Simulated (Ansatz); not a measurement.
Basis sets compared for cis-[IrF2(NH3)4]+ (IrN₄F₂H₁₂⁺). Charge 1, multiplicity 1. Geometry r2SCAN-D4/def2-SVP. Ansatz on 4 threads of Arm Neoverse V2 on a shared host; times are rough, and most runs start from earlier orbitals.

```xyz
19

F    -1.596    0.500    1.365
F     1.353    0.606    1.570
Ir   -0.021    0.095    0.253
N     1.757   -0.289   -0.807
N    -1.604   -0.407   -1.041
N    -0.062    2.129   -0.188
N    -0.028   -1.723    1.266
H     2.466   -0.017   -0.106
H     1.935    0.268   -1.647
H     1.950   -1.260   -1.068
H    -2.420   -0.191   -0.446
H    -1.689   -1.388   -1.324
H    -1.704    0.142   -1.899
H     0.708    2.525    0.370
H    -0.928    2.468    0.252
H    -0.007    2.520   -1.133
H     0.032   -2.640    0.815
H    -0.890   -1.696    1.828
H     0.746   -1.643    1.940
```

In the def2 sets Ir takes a core potential; there is no spin–orbit coupling.

| level | functions | energy (Eh) | HOMO (eV) | LUMO (eV) | wall time |
| --- | --- | --- | --- | --- | --- |
| PBE-D4/def2-SVP | 176 | -529.4872 | -8.43 | -4.76 | 2.8 s |
| PBE0-D4/def2-SVP | 176 | -529.4449 | -10.16 | -3.67 | 4 s |

(1) Estimate the rows for PBE-D4/def2-TZVP (with forces), PBE0-D4/def2-TZVP.

Answers

(1) 
```
                         level  functions  energy (Eh)  HOMO (eV)  LUMO (eV)  wall time
PBE-D4/def2-TZVP (with forces)        298    -530.0116      -8.55      -4.96      4.9 s
             PBE0-D4/def2-TZVP        298    -529.9639     -10.22      -4.12        7 s
```
